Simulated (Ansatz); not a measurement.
**Which is lower?**

The two ends of one reaction step of Si2H6Cl2O2, closed shell (PBE0-D4/def2-TZVP).

A:

```
12
angstrom
Si -0.5022 1.0413 -1.2606
Si 0.8046 -1.8356 1.7985
Cl 0.0472 -0.6649 -2.2029
Cl -1.7263 0.5374 0.2987
O -1.2972 2.0583 -2.2419
H 1.4742 -0.7111 1.0994
O 0.8566 1.7502 -0.7533
H 1.8338 -2.7519 2.3552
H -0.0541 -2.5821 0.8462
H -0.0269 -1.3072 2.9098
H -2.1981 1.8441 -2.4906
H 0.7884 2.6217 -0.3584
```

B:

```xyz
12
angstrom
Si -0.9934 -0.3161 -0.7484
Si 0.3454 -1.2993 0.8889
Cl -1.0447 -1.4871 -2.4371
Cl -2.9343 -0.1697 -0.0849
O -0.4770 1.1828 -1.1831
H 1.5256 2.0308 1.3329
O 1.6978 1.4274 0.6069
H 1.7397 -1.4530 0.4199
H -0.2698 -2.6461 1.0559
H 0.2347 -0.5669 2.1713
H -0.9161 1.6071 -1.9249
H 1.0921 1.6902 -0.0974
```

Computed with Ansatz 0.2.0 (basis: def2-TZVPP); correlated methods freeze the cores. B3LYP uses VWN-RPA correlation.

(1) Which structure is lower at CCSD(T), and by how much? (An estimate is asked for; the value comes from the calculation.)

The T1 diagnostic stays at or below 0.011.

Results:

(1) The calculation gives: A, by 23.45 kcal/mol (electronic energy, against the other). By their contacts, A is a complex of SiH₂Cl₂O₂ ([OH][Si]([OH])([Cl])[Cl]) + SiH₄ and B is a complex of Si₂H₄Cl₂O ([OH][Si]([SiH3])([Cl])[Cl]) + H₂O.

All methods give the same order:

| method | E(B) − E(A) (kcal/mol) |
| --- | --- |
| SPW92 | 16.85 |
| PBE-D4 | 17.15 |
| BLYP-D4 | 20.51 |
| r2SCAN-D4 | 22.46 |
| B97M-V | 23.65 |
| PBE0-D4 | 19.45 |
| B3LYP-D4 | 22.13 |
| r2SCAN0-D4 | 23.22 |
| BHLYP-D4 | 24.47 |
| CAM-B3LYP-D4 | 23.94 |
| wB97X-V | 22.76 |
| wB97M-V | 23.60 |
| B2PLYP | 23.79 |
| PBE-QIDH | 22.48 |
| RPA on PBE | 23.95 |
| HF | 30.29 |
| MP2 | 24.35 |
| CCSD | 24.47 |
| CCSD(T) | 23.45 |

Labels in which every atom is bracketed show which atoms are joined, not bond orders.

For scale, one of the runs: CCSD(T)/def2-TZVPP, 314 basis functions, launched by `ansatz run in.yaml --threads 4 --pin off --events-out ev --progress --plain --max-ram 66560MiB --backend cuda --devices 0, --max-vram 37GiB`. Hardware: 4 CPU threads of an AMD EPYC 7R13 and a share of one NVIDIA H100, shared host. Wall time 13 s; peak host memory 0.83 GiB.
